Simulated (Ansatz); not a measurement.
Reaction (redistribution): `[CH3][Cd][CH3]` + `[NH2][Cd][Cl]` → `[CH3][Cd][NH2]` + `[CH3][Cd][Cl]`

Isolated molecules relaxed with PBE0-D4/def2-TZVP in Ansatz; ΔE leaves out vibrations. CCSD(T)/CBS adds triple-zeta CCSD(T) − MP2 to the extrapolated MP2 energy (def2 sets, frozen cores). DFT in def2-TZVPP. B3LYP here is the variant with VWN-RPA as its local correlation; programs differ in this. HSE06 is defined as in plane-wave codes. def2 core potentials past Kr. For Cd outer-core shells are correlated without core-valence functions, which leaves a few kJ/mol of doubt a bond. Each species was taken in one conformer, which may not be the lowest.

```csv
level,ΔE (kJ/mol),difference from CCSD(T)/CBS
LDA (SPW92),-20.6,-2.7
revPBE-D4,-18.0,-0.1
BLYP-D4,-19.7,-1.8
r2SCAN-D4,-19.4,-1.5
B97M-V,-17.6,0.3
PBE0-D4,-18.4,-0.5
B3LYP-D4,-19.5,-1.6
r2SCANh-D4,-19.3,-1.4
r2SCAN0-D4,-19.1,-1.2
HSE06-D4,-18.4,-0.5
BHLYP-D4,-19.0,-1.1
CAM-B3LYP-D4,-19.4,-1.5
ωB97X-V,-18.0,-0.1
ωB97M-V,-18.1,-0.2
B2PLYP,-19.5,-1.6
PBE-QIDH,-18.5,-0.6
PBE,-19.0,-1.1
revPBE,-18.4,-0.5
BLYP,-19.9,-2.0
PBE0,-18.5,-0.6
r2SCAN0,-19.2,-1.3
HSE06,-18.5,-0.6
BHLYP,-19.1,-1.2
CAM-B3LYP,-19.5,-1.6
LC-ωPBE,-17.5,0.4
RPA@PBE/def2-TZVPP,-16.8,1.1
HF/def2-SVP,-17.3,0.6
MP2/def2-SVP,-19.0,-1.1
CCSD/def2-SVP,-17.5,0.4
CCSD(T)/def2-SVP,-17.6,0.3
HF/def2-TZVPP,-17.0,0.9
MP2/def2-TZVPP,-20.1,-2.2
SCS-MP2/def2-TZVPP,-19.2,-1.3
CCSD/def2-TZVPP,-17.8,0.1
CCSD(T)/def2-TZVPP,-17.8,0.1
MP2/def2-QZVPP,-20.1,-2.2
SCS-MP2/def2-QZVPP,-19.2,-1.3
HF/CBS(def2),-16.6,1.3
MP2/CBS(def2),-20.3,-2.4
CCSD/CBS(def2),-18.0,-0.1
CCSD(T)/CBS,-17.9,0
```

Largest T1 diagnostic among the species: 0.014.

Leaving LDA and LC-ωPBE aside and taking each functional with its dispersion term where it has one, the values spread over 2.0 kJ/mol, from BLYP-D4 to B97M-V.
